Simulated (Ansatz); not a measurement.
## Relative stability

The two ends of one reaction step of AlH₃OF₂, closed shell (PBE0-D4/def2-TZVP).

A:

```
7
angstrom
Al -0.5616 0.2322 -0.1732
H 0.4678 -1.7089 -0.0458
F -1.0458 -0.2077 -1.6749
F -1.4706 -0.2502 1.1073
H 1.0476 -1.2243 -0.0093
O 0.6692 1.3657 -0.0141
H 0.8935 1.7932 0.8101
```

B:

```xyz
7
angstrom
Al -0.6427 -0.5074 -0.2448
H 0.0603 -1.9128 -0.1190
F -1.2055 -0.0482 -1.7303
F -1.4766 0.0959 1.0676
H 1.7402 0.3745 0.1195
O 0.8525 0.7425 0.0543
H 0.6719 1.2554 0.8526
```

Ansatz 0.2.0; basis: def2-TZVPP; cores frozen in the correlated methods. B3LYP uses VWN-RPA correlation.

Which structure is lower at CCSD(T), and by how much? (An estimate is asked for; the value comes from the calculation.)

The calculation gives: A, by 3.56 kcal/mol (electronic energy, against the other). By their contacts, A is a complex of AlHOF₂ ([OH][Al]([F])[F]) + H₂ and B is AlH₃OF₂ ([OH2][AlH]([F])[F]).

All methods give the same order:

| method | E(B) − E(A) (kcal/mol) |
| --- | --- |
| SPW92 | 0.79 |
| PBE-D4 | 3.69 |
| BLYP-D4 | 5.51 |
| r2SCAN-D4 | 4.25 |
| B97M-V | 0.51 |
| PBE0-D4 | 2.19 |
| B3LYP-D4 | 3.99 |
| r2SCAN0-D4 | 2.94 |
| BHLYP-D4 | 2.28 |
| CAM-B3LYP-D4 | 2.78 |
| wB97X-V | 2.62 |
| wB97M-V | 2.87 |
| B2PLYP | 4.24 |
| PBE-QIDH | 2.60 |
| RPA on PBE | 3.32 |
| HF | 0.85 |
| MP2 | 5.22 |
| CCSD | 3.07 |
| CCSD(T) | 3.56 |

No T1 diagnostic of these runs exceeds 0.013.

Labels in which every atom is bracketed show which atoms are joined, not bond orders.

For scale, one of the runs: CCSD(T)/def2-TZVPP, 177 basis functions (an equivalent command: `ansatz run in.yaml --threads 2`). Hardware: 2 CPU threads, shared host. Wall time 55 s; peak host memory 1.7 GiB.
